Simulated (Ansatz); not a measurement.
Single points on Ag₃S⁺.

```yaml
crystal:
  periodic: [false, false, false]
  atoms:
    - {symbol: Ag, position_ang: [2.331117, -0.871159, -0.015581]}
    - {symbol: Ag, position_ang: [-1.918889, -1.582044, -0.099646]}
    - {symbol: Ag, position_ang: [-0.411966, 2.452610, 0.116699]}
    - {symbol: S, position_ang: [-0.000261, 0.000594, -0.001472]}
basis:
  gaussian: {orbitals: def2-TZVP, initial_orbitals: start.molden}
total_charge: 1
magnetization: {spin_polarized: true, initial_magnetization: 2}
hamiltonian: {xc: {name: B3LYP}, dispersion: d4}
scf: {omitted_lower_state_checks: [starts]}
output: {orbitals: {seedname: orbitals}}
```

The file start.molden holds the orbitals of an earlier run on this structure, at another level or in another basis.

```sh
$ ansatz run in.yaml --threads 4 --pin off --events-out ev --progress --plain --max-ram 3916MiB
```

Shortened log:

```
Functional definition: B3LYP
1345 factors; their error is unknown
mean field evaluation 1: about -22833.5345 eV, gradient 4.6e0 eV
mean field evaluation 2: about -22833.5934 eV, gradient 8.9e-2 eV
mean field evaluation 4: about -22833.6742 eV, gradient 7.8e-4 eV
mean field -22833.67419836 eV, -839.1220495695 hartree, gradient 1.1e-5 eV, S^2 2.003971; 0 other end points of the search recorded, 0 dependent functions left out
reference -22833.67447038 eV, -839.1220595659 hartree; 37, 35 occupied and 120, 122 virtual orbitals, 1345 factors
Total energy: -22833.98769650 eV, -839.1335704137 hartree
Checks for a lower state left out: starts
```

Hardware: 4 threads of Intel Xeon on a shared host. Wall time 12 s, peak host memory 0.61 GiB.

The first input with `hamiltonian: {xc: {name: wB97M-V}}` (abridged; 41 s):

```
Functional definition: wB97M-V
mean field -22822.47041856 eV, -838.7103182558 hartree, gradient 4.3e-5 eV, S^2 2.004362
Total energy: -22822.47047574 eV, -838.7103203573 hartree
Checks for a lower state left out: starts
```

As the first input, with `hamiltonian: {xc: lda}` (abridged; 5 s):

```
Functional definition: SPW92
mean field -22770.46785322 eV, -836.7992592283 hartree, gradient 2.2e-5 eV, S^2 2.001863
Total energy: -22770.46791175 eV, -836.7992613795 hartree
Checks for a lower state left out: starts
```

First input, but with `hamiltonian: {xc: hf}` (abridged; 9 s):

```
Functional definition: HF
mean field -22741.04644676 eV, -835.7180424836 hartree, gradient 1.5e-5 eV, S^2 2.016835
Total energy: -22741.04644676 eV, -835.7180424836 hartree
Checks for a lower state left out: starts
```

First input, but with `hamiltonian: {xc: pbe}`, `correlation: {method: rpa}` and without the key `output` (abridged; 16 s):

```
Functional definition: PBE
mean field -22825.44630134 eV, -838.8196799310 hartree, gradient 2.8e-6 eV, S^2 2.003268
5 core orbitals not correlated: weight in the atoms' cores, before any rotation towards them, 1.000 or more for the frozen orbitals, at most 0.000 for the correlated occupied ones
Total energy: -22795.34163871 eV, -837.7133539852 hartree
Checks for a lower state left out: starts
```

First input, but with `hamiltonian: {xc: {name: r2SCAN0}, dispersion: d4}` (abridged; 21 s):

```
Functional definition: r2SCAN0
mean field -22828.69844215 eV, -838.9391939016 hartree, gradient 1.9e-5 eV, S^2 2.009497
Total energy: -22828.75003437 eV, -838.9410898806 hartree
Checks for a lower state left out: starts
```

The first input with `hamiltonian: {xc: pbe, dispersion: d4}` (abridged; 6.5 s):

```
Functional definition: PBE
mean field -22825.44630496 eV, -838.8196800640 hartree, gradient 3.8e-5 eV, S^2 2.003268
Total energy: -22825.63301175 eV, -838.8265414119 hartree
Checks for a lower state left out: starts
```

Geometry: B3LYP-D4/def2-SVP.

In the def2 sets Ag takes a core potential; there is no spin–orbit coupling. B3LYP takes the VWN-RPA correlation. Correlated methods freeze 5 core orbitals; core or outer-core shells of Ag are correlated, in sets that lack core-valence functions. At PBE0-D4/def2-TZVP a singlet of charge 1 lies 2.27 eV below the triplet, each at its own geometry. The structure comes from a short search, and lower isomers may exist.
